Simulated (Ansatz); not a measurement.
Se₆⁺. Charge 1, multiplicity 2. Geometry PBE0-D4/def2-SVP; atoms count from 1.

```xyz
6

Se   -0.812   -1.957    0.035
Se   -0.509    0.904   -3.161
Se    0.509    0.724    2.142
Se    0.288   -1.696    1.946
Se    1.321    1.179    0.064
Se   -0.798    0.847   -1.026
```

Another isomer (doublet) lies 0.74 eV lower at PBE0-D4/def2-SVP; other spin states weren't run for this one.

(1) Estimate the Mulliken populations from the PBE0/def2-SVP orbitals of Ansatz.

(2) Where does the spin sit?

(3) And the Mayer bond orders between heavy atoms (over 0.3)?

Answers

(1) 
```csv
atom,charge (e),spin (α − β)
Se1,0.13,0.72
Se2,0.13,-0.19
Se3,0.10,0.01
Se4,0.23,0.38
Se5,0.15,0.06
Se6,0.26,0.02
```
Mulliken values depend strongly on the basis.

(2) Summed by element: Se 1.00, of 1 unpaired in all. Largest on single atoms: Se1 0.72, Se4 0.38, Se2 -0.19.

(3) Se1–Se4 1.59 (2.22 Å); Se1–Se6 0.31 (3.00 Å); Se2–Se6 1.70 (2.15 Å); Se3–Se4 0.88 (2.44 Å); Se3–Se5 1.20 (2.28 Å); Se5–Se6 0.93 (2.41 Å).
